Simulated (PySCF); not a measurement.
`[SiH3]C1=C[C@H]2CC[C@@H]12`, C₆H₁₀Si

Molfile (atoms numbered from 1):
```
C6H10Si
     RDKit          3D

 17 18  0  0  0  0  0  0  0  0999 V2000
    2.6219   -0.1277    0.6269 Si  0  0  0  0  0  4  0  0  0  0  0  0
    0.8716   -0.3852    0.0286 C   0  0  0  0  0  0  0  0  0  0  0  0
    0.0256   -1.4228   -0.0615 C   0  0  0  0  0  0  0  0  0  0  0  0
   -1.1340   -0.6069   -0.5406 C   0  0  1  0  0  0  0  0  0  0  0  0
   -1.9731   -0.0098    0.6140 C   0  0  0  0  0  0  0  0  0  0  0  0
   -1.0130    1.1849    0.7045 C   0  0  0  0  0  0  0  0  0  0  0  0
   -0.1712    0.6030   -0.4498 C   0  0  1  0  0  0  0  0  0  0  0  0
    2.6192    0.8715    1.7003 H   0  0  0  0  0  0  0  0  0  0  0  0
    3.4369    0.3695   -0.4857 H   0  0  0  0  0  0  0  0  0  0  0  0
    3.1588   -1.3937    1.1257 H   0  0  0  0  0  0  0  0  0  0  0  0
    0.1044   -2.4678    0.1837 H   0  0  0  0  0  0  0  0  0  0  0  0
   -1.6636   -0.9059   -1.4410 H   0  0  0  0  0  0  0  0  0  0  0  0
   -2.9802    0.2647    0.3086 H   0  0  0  0  0  0  0  0  0  0  0  0
   -2.0275   -0.6371    1.5017 H   0  0  0  0  0  0  0  0  0  0  0  0
   -0.4724    1.2802    1.6445 H   0  0  0  0  0  0  0  0  0  0  0  0
   -1.4777    2.1382    0.4625 H   0  0  0  0  0  0  0  0  0  0  0  0
    0.0673    1.2571   -1.2828 H   0  0  0  0  0  0  0  0  0  0  0  0
  1  2  1  0
  2  3  2  0
  3  4  1  0
  4  5  1  0
  5  6  1  0
  6  7  1  0
  7  2  1  0
  7  4  1  0
  1  8  1  0
  1  9  1  0
  1 10  1  0
  3 11  1  0
  4 12  1  6
  5 13  1  0
  5 14  1  0
  6 15  1  0
  6 16  1  0
  7 17  1  6
M  END
```

Method used: PySCF 2.14.0, TDDFT wB97X-D/aug-cc-pVDZ circular dichroism and optical rotation, one conformer, gas phase. Geometry: GFN2-xTB.

Singlets 12 and 13 lie within 0.01 eV of each other, so their separate moments and overlaps can depend on how they mix.

Question: Draw the ECD and absorption spectra from the lowest 16 states, each a Gaussian of half-width 0.2 eV at 1/e height.

Answer: 
| E (eV) | λ (nm) | Δε (L mol⁻¹ cm⁻¹) | ε (L mol⁻¹ cm⁻¹) |
| --- | --- | --- | --- |
| 5.58 | 222 | -0.06 | 8.42 |
| 5.73 | 216 | -1.47 | 204 |
| 5.88 | 211 | -11.48 | 1610 |
| 6.03 | 206 | -27.58 | 4250 |
| 6.18 | 201 | -3.09 | 5160 |
| 6.33 | 196 | +72.72 | 7500 |
| 6.48 | 191 | +94.94 | 8650 |
| 6.63 | 187 | +20.13 | 6250 |
| 6.78 | 183 | -47.09 | 6400 |
| 6.93 | 179 | -52.14 | 6350 |
| 7.08 | 175 | -46.37 | 6650 |
| 7.23 | 172 | -31.42 | 4690 |
| 7.38 | 168 | -11.08 | 2570 |
| 7.53 | 165 | -22.28 | 3830 |
| 7.68 | 161 | -43.79 | 6150 |

Δε uses R in velocity form, ε uses f in length form. Only the states computed contribute, so the short-wavelength end is incomplete.
